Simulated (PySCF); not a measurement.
# Electron correlation in Ti (titanium, neutral)

[Ar] 3d4, high-spin 5D determinant (an excited configuration). All numbers are calculated (PySCF 2.14, the spin-free X2C one-electron Hamiltonian (Gaussian nucleus), in x2c-QZVPPall (11s7p5d3f2g, 96 functions)). Frozen: [Ne]; 12 electrons correlated.

```json
{"level": "CCSD", "correlation energy (mhartree)": "-370.40"}
{"level": "(T)", "correlation energy (mhartree)": "-14.60"}
{"level": "CCSD(T)", "correlation energy (mhartree)": "-385.00"}
```

Diagnostics: T1 = 0.018, D1 = 0.0553, largest double amplitude 0.044.

Q: Is a single reference adequate?

A: Yes: T1 lies below 0.03 and no double amplitude reaches 0.07.

This basis was not built for core-valence correlation, so the inner-shell part is incomplete.
